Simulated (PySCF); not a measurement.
Record of a relaxation.

Compound: AlBrH5N.
Bonds: N1–Al2, Al2–Br3. Hydrogens: H4, H5, H6 on N1; H7, H8 on Al2.

Computed by this run: PBE0-D3(BJ)/def2-SVP geometry optimisation, gas phase in PySCF 2.14.0; density fitting, grid level 1; the optimiser is geomeTRIC in internal coordinates, started from a GFN2-xTB structure with every atom displaced at random (about 0.01 Å). The frame can shift and turn from step to step; on so coarse a grid that alone can change the energy by a few meV, and forces under 0.02 eV/Å are noise.

Step 0: E = -78192.7151 eV, largest atomic force 1.718 eV/Å
```
atom  x, y, z in Å  |  force x, y, z in eV/Å
N1     -0.988    0.068   -0.046   -0.027   1.502  -0.833
Al2     1.033   -0.283    0.026   -0.343  -0.018  -0.122
Br3     1.788    1.839    0.230    0.195   0.635   0.024
H4     -1.308    0.552    0.797   -0.015  -0.126   0.001
H5     -1.265    0.684   -0.849    0.399  -0.611   0.813
H6     -1.517   -0.780   -0.152   -0.413  -0.692   0.059
H7      1.232   -0.946   -1.356    0.132  -0.270  -0.668
H8      1.079   -1.153    1.296    0.071  -0.419   0.726
```

Step 1: E = -78192.7778 eV, largest atomic force 0.394 eV/Å
```
atom  x, y, z in Å  |  force x, y, z in eV/Å
N1     -1.002    0.098   -0.055    0.057  -0.368   0.130
Al2     1.009   -0.333    0.080   -0.050  -0.317   0.096
Br3     1.739    1.847    0.225    0.041   0.129  -0.018
H4     -1.392    0.637    0.721    0.124   0.068  -0.021
H5     -1.034    0.675   -0.892   -0.305   0.165  -0.159
H6     -1.603   -0.723   -0.190    0.161   0.193  -0.076
H7      1.226   -1.009   -1.357   -0.036   0.053   0.090
H8      1.108   -1.212    1.413    0.009   0.077  -0.042
```

Step 2: E = -78192.7938 eV, largest atomic force 0.166 eV/Å
```
atom  x, y, z in Å  |  force x, y, z in eV/Å
N1     -0.998    0.098   -0.058    0.119   0.008  -0.116
Al2     1.010   -0.342    0.082   -0.041  -0.110   0.022
Br3     1.748    1.846    0.206    0.014   0.038  -0.007
H4     -1.365    0.638    0.727    0.049   0.019   0.039
H5     -1.075    0.684   -0.893   -0.134   0.005   0.047
H6     -1.597   -0.719   -0.189    0.002   0.001  -0.010
H7      1.219   -1.020   -1.348   -0.002  -0.007   0.015
H8      1.110   -1.205    1.419   -0.006   0.046   0.010
```

Step 3: E = -78192.8009 eV, largest atomic force 0.170 eV/Å
```
atom  x, y, z in Å  |  force x, y, z in eV/Å
N1     -0.990    0.103   -0.061    0.037   0.119  -0.116
Al2     1.011   -0.352    0.072   -0.022   0.035  -0.033
Br3     1.759    1.841    0.176    0.001  -0.030  -0.013
H4     -1.324    0.642    0.740    0.009  -0.036   0.049
H5     -1.125    0.695   -0.885    0.009  -0.014   0.039
H6     -1.594   -0.712   -0.175   -0.048  -0.060   0.052
H7      1.214   -1.052   -1.344    0.024  -0.026  -0.016
H8      1.101   -1.184    1.425   -0.011   0.012   0.038
```

Step 4: E = -78192.8031 eV, largest atomic force 0.121 eV/Å
```
atom  x, y, z in Å  |  force x, y, z in eV/Å
N1     -0.988    0.109   -0.061   -0.032   0.091  -0.072
Al2     1.008   -0.359    0.059    0.009   0.071  -0.049
Br3     1.774    1.830    0.138   -0.006  -0.044  -0.012
H4     -1.293    0.644    0.755    0.002  -0.033   0.031
H5     -1.157    0.705   -0.876    0.055  -0.021   0.032
H6     -1.597   -0.705   -0.153   -0.029  -0.038   0.050
H7      1.216   -1.081   -1.345    0.014  -0.027  -0.007
H8      1.089   -1.163    1.429   -0.013   0.001   0.028
```

Step 5: E = -78192.8041 eV, largest atomic force 0.065 eV/Å
```
atom  x, y, z in Å  |  force x, y, z in eV/Å
N1     -0.987    0.119   -0.057   -0.064   0.013   0.007
Al2     1.005   -0.367    0.040    0.021   0.051  -0.025
Br3     1.791    1.814    0.089   -0.004  -0.029  -0.013
H4     -1.257    0.650    0.774    0.003  -0.004   0.002
H5     -1.181    0.717   -0.863    0.049  -0.008   0.006
H6     -1.604   -0.694   -0.121   -0.002  -0.001   0.014
H7      1.214   -1.121   -1.347    0.001  -0.014   0.002
H8      1.071   -1.138    1.432   -0.004  -0.007   0.007
```

Step 6: E = -78192.8042 eV, largest atomic force 0.055 eV/Å
```
atom  x, y, z in Å  |  force x, y, z in eV/Å
N1     -0.988    0.124   -0.052   -0.036  -0.021   0.035
Al2     1.003   -0.371    0.033    0.015   0.015  -0.004
Br3     1.801    1.804    0.063   -0.002  -0.008  -0.008
H4     -1.245    0.657    0.781    0.003   0.010  -0.009
H5     -1.182    0.722   -0.858    0.021   0.003  -0.008
H6     -1.610   -0.685   -0.105    0.005   0.014  -0.006
H7      1.208   -1.140   -1.348   -0.008  -0.008   0.004
H8      1.066   -1.130    1.433    0.002  -0.004  -0.004
```

Step 7: E = -78192.8043 eV, largest atomic force 0.036 eV/Å
```
atom  x, y, z in Å  |  force x, y, z in eV/Å
N1     -0.988    0.126   -0.050   -0.012  -0.020   0.028
Al2     1.002   -0.373    0.032    0.004  -0.003   0.005
Br3     1.802    1.800    0.057    0.002   0.001  -0.007
H4     -1.244    0.662    0.782    0.003   0.013  -0.008
H5     -1.176    0.722   -0.858    0.005   0.004  -0.006
H6     -1.613   -0.681   -0.102    0.002   0.012  -0.010
H7      1.201   -1.145   -1.347   -0.008  -0.004   0.003
H8      1.068   -1.132    1.432    0.004  -0.001  -0.005
```

Step 8: E = -78192.8044 eV, largest atomic force 0.024 eV/Å
```
atom  x, y, z in Å  |  force x, y, z in eV/Å
N1     -0.988    0.128   -0.048    0.003  -0.013   0.020
Al2     1.002   -0.375    0.032   -0.002  -0.009   0.005
Br3     1.804    1.797    0.052    0.003   0.003  -0.005
H4     -1.244    0.667    0.782    0.002   0.013  -0.005
H5     -1.170    0.724   -0.858   -0.001   0.003  -0.003
H6     -1.616   -0.677   -0.101   -0.003   0.006  -0.009
H7      1.195   -1.149   -1.347   -0.006  -0.004   0.001
H8      1.071   -1.134    1.432    0.004   0.000  -0.003
```

Q: Summarise the path.

A: The energy falls by 0.0893 eV from step 0 to step 8; nine tenths of that is first reached at step 3. It falls at every step. The largest force goes from 1.718 to 0.024 eV/Å. Among the bonds Al2–H8 changes most (a near tie, within 0.001 Å, with another), from 1.540 to 1.594 Å; the atoms move by 0.066 Å rms after alignment.

Q: Follow the three bonds and two angles with the largest change from start to end.

A: 
```json
{"step": "0", "E above end (eV)": "0.0893", "largest force (eV/Å)": "1.718", "Al2–H8 (Å)": "1.540", "Al2–Br3 (Å)": "2.262", "Al2–H7 (Å)": "1.546", "N1–Al2–Br3 (°)": "99.9", "Al2–N1–H5 (°)": "112.8"}
{"step": "1", "E above end (eV)": "0.0267", "largest force (eV/Å)": "0.394", "Al2–H8 (Å)": "1.599", "Al2–Br3 (Å)": "2.304", "Al2–H7 (Å)": "1.603", "N1–Al2–Br3 (°)": "96.6", "Al2–N1–H5 (°)": "101.7"}
{"step": "2", "E above end (eV)": "0.0107", "largest force (eV/Å)": "0.166", "Al2–H8 (Å)": "1.594", "Al2–Br3 (Å)": "2.313", "Al2–H7 (Å)": "1.596", "N1–Al2–Br3 (°)": "96.5", "Al2–N1–H5 (°)": "104.6"}
{"step": "3", "E above end (eV)": "0.0035", "largest force (eV/Å)": "0.170", "Al2–H8 (Å)": "1.591", "Al2–Br3 (Å)": "2.319", "Al2–H7 (Å)": "1.593", "N1–Al2–Br3 (°)": "96.2", "Al2–N1–H5 (°)": "107.9"}
{"step": "4", "E above end (eV)": "0.0013", "largest force (eV/Å)": "0.121", "Al2–H8 (Å)": "1.591", "Al2–Br3 (Å)": "2.321", "Al2–H7 (Å)": "1.592", "N1–Al2–Br3 (°)": "96.2", "Al2–N1–H5 (°)": "109.8"}
{"step": "5", "E above end (eV)": "0.0003", "largest force (eV/Å)": "0.065", "Al2–H8 (Å)": "1.593", "Al2–Br3 (Å)": "2.319", "Al2–H7 (Å)": "1.593", "N1–Al2–Br3 (°)": "96.2", "Al2–N1–H5 (°)": "111.1"}
{"step": "6", "E above end (eV)": "0.0002", "largest force (eV/Å)": "0.055", "Al2–H8 (Å)": "1.594", "Al2–Br3 (Å)": "2.317", "Al2–H7 (Å)": "1.593", "N1–Al2–Br3 (°)": "96.2", "Al2–N1–H5 (°)": "111.0"}
{"step": "7", "E above end (eV)": "0.0001", "largest force (eV/Å)": "0.036", "Al2–H8 (Å)": "1.594", "Al2–Br3 (Å)": "2.316", "Al2–H7 (Å)": "1.593", "N1–Al2–Br3 (°)": "96.2", "Al2–N1–H5 (°)": "110.5"}
{"step": "8", "E above end (eV)": "0.0000", "largest force (eV/Å)": "0.024", "Al2–H8 (Å)": "1.594", "Al2–Br3 (Å)": "2.315", "Al2–H7 (Å)": "1.593", "N1–Al2–Br3 (°)": "96.1", "Al2–N1–H5 (°)": "110.3"}
```

What follows is the cost of the whole optimisation. Hardware: an Arm Neoverse V1 with one thread (shared host). Cost: 22 s, 0.37 GiB resident at most.
